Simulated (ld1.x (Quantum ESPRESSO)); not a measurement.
## Scattering properties, TM potential for sulfur (S)

```
Element                 : sulfur
Generator               : ld1.x (Quantum ESPRESSO) 7.5
Type                    : norm-conserving Troullier–Martins (Kleinman–Bylander form)
Functional              : LDA (PZ)
Relativity              : scalar-relativistic
Frozen core             : [Ne]
Valence charge          : 6
Reference configuration : 3s2 3p3 (charge +1)
Partial waves           : 3p (bound): rc 1.45 bohr; 3d channel at -0.1 Ry: rc 1.20 bohr; 3s (bound): rc 1.40 bohr
Local potential         : the s channel
Core correction         : none
```

The phase is arctan(r·u′/u) with u = r·R(r), unwrapped; energies in Ry, scanned from -4 to 5 Ry. A pole is an energy at which the radial function vanishes at the test radius. The pseudo phase is shifted by a multiple of π to meet the all-electron one at the reference energy, and phase errors are pseudo minus all-electron; the curves can meet again beyond the range given. Levels narrower than the energy grid can be missing from the lists of poles.

Task: For each channel, where are the poles, and over which energies does the pseudopotential scatter like the atom?

Result:

```tsv
channel	radius (bohr)	reference energy (Ry)	poles, all-electron	poles, pseudo	unbroken range about the reference energy with phases within 0.05 rad	phase error 1 Ry above the reference energy (rad)
s	1.60	-2.03	2.38	2.14	the whole range	-0.003
p	1.60	-1.24	3.48	3.19	the whole range	-0.004
d	1.60	-0.10	4.04	4.20	the whole range	+0.004
```

Phases in the s channel:

| E (Ry) | all-electron | pseudo |
| --- | --- | --- |
| -4.00 | 0.900 | 0.895 |
| -3.76 | 0.827 | 0.822 |
| -3.52 | 0.735 | 0.731 |
| -3.28 | 0.618 | 0.614 |
| -3.04 | 0.468 | 0.465 |
| -2.80 | 0.279 | 0.276 |
| -2.56 | 0.051 | 0.050 |
| -2.32 | -0.199 | -0.200 |
| -2.08 | -0.445 | -0.445 |
| -1.84 | -0.659 | -0.660 |
| -1.60 | -0.834 | -0.835 |
| -1.36 | -0.972 | -0.973 |
| -1.12 | -1.079 | -1.082 |
| -0.88 | -1.164 | -1.167 |
| -0.64 | -1.232 | -1.236 |
| -0.40 | -1.287 | -1.292 |
| -0.16 | -1.333 | -1.338 |
| 0.08 | -1.371 | -1.377 |
| 0.32 | -1.404 | -1.411 |
| 0.56 | -1.433 | -1.440 |
| 0.80 | -1.458 | -1.466 |
| 1.04 | -1.480 | -1.489 |
| 1.28 | -1.500 | -1.510 |
| 1.52 | -1.518 | -1.528 |
| 1.76 | -1.534 | -1.546 |
| 2.00 | -1.549 | -1.562 |
| 2.24 | -1.563 | -1.577 |
| 2.48 | -1.576 | -1.592 |
| 2.72 | -1.589 | -1.605 |
| 2.96 | -1.601 | -1.619 |
| 3.20 | -1.612 | -1.632 |
| 3.44 | -1.623 | -1.645 |
| 3.68 | -1.634 | -1.658 |
| 3.92 | -1.644 | -1.671 |
| 4.16 | -1.654 | -1.684 |
| 4.40 | -1.665 | -1.698 |
| 4.64 | -1.675 | -1.712 |
| 4.88 | -1.685 | -1.727 |
